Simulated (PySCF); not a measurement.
BHandHLYP on Tl⁻ (thallium, charge -1), [Xe] 4f14 5d10 6s2 6p2, high-spin 3P determinant. Computed with PySCF 2.14 in aug-cc-pVTZ-PP with one added diffuse shell each of d, f type with ECP60MDF (6s5p5d3f, 67 functions), with a scalar-relativistic core potential.

```
cycle= 1 E= -172.387684294076  delta_E= -0.00462  |g|= 0.0116  |ddm|= 0.27
cycle= 2 E= -172.387850446492  delta_E= -0.000166  |g|= 0.00591  |ddm|= 0.053
cycle= 3 E= -172.387872193944  delta_E= -2.17e-05  |g|= 0.00238  |ddm|= 0.0225
cycle= 4 E= -172.387877206244  delta_E= -5.01e-06  |g|= 0.00024  |ddm|= 0.00999
cycle= 5 E= -172.387877452832  delta_E= -2.47e-07  |g|= 4.83e-05  |ddm|= 0.00367
cycle= 6 E= -172.387877458768  delta_E= -5.94e-09  |g|= 7.01e-06  |ddm|= 0.000548
cycle= 7 E= -172.387877459168  delta_E= -4e-10  |g|= 3.13e-06  |ddm|= 8.12e-05
converged SCF energy = -172.387877459168  <S^2> = 2.0027848  2S+1 = 3.0018559
```

Highest occupied orbital energy: 0.467 eV; ⟨L²⟩ = 2.01; populations by l: s 4.00, p 8.00, d 10.00, f 0.00.

(1) Can this result be used?

Answers

(1) With care. The run converged. Energies and moments cover only the electrons outside the core potential. Spin-orbit coupling is strong in this species (close to jj coupling), so the high-spin LS determinant is a model state, not a physical level. At BHandHLYP the highest occupied level has a positive energy, so only the finite basis holds that electron; in a semilocal or global hybrid functional this comes from self-interaction and does not mean that the real anion is unbound.
